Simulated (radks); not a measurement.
Charge is removed step by step from the 2p level of neutral oxygen, starting from [He] 2s2 2p4. Calculated with a radial shooting solver on a logarithmic mesh with Libxc functionals: non-relativistic Kohn-Sham, SCAN, spin-unpolarised, spherical densities, point nucleus; meta-GGA in the generalised Kohn-Sham scheme.

removed (e)  E - E(0) (eV)  eigenvalue (eV)  E minus straight line (eV)
0                    0.000           -9.308                       0.000
0.125                1.263          -11.031                      -0.823
0.25                 2.753          -12.815                      -1.419
0.375                4.468          -14.657                      -1.789
0.5                  6.418          -16.556                      -1.926
0.625                8.608          -18.510                      -1.822
0.75                11.045          -20.517                      -1.471
0.875               13.736          -22.575                      -0.865
1                   16.687          -24.685                       0.000

Removing the whole electron costs 16.687 eV by Delta-SCF, against 9.308 eV from minus the eigenvalue at the starting occupation. Slater's transition state (half an electron removed) gives 16.556 eV. Integrating minus the eigenvalue over the occupation (Janak's theorem) gives 16.702 eV. The mean slope of the eigenvalue, de/dn, is 15.4 eV per electron. Ionisation energy of O in the NIST Atomic Spectra Database: 13.618 eV (measured).

Beside tabulated values, note that spin-unpolarised runs miss the spin-polarisation part of the exchange energy of open shells.
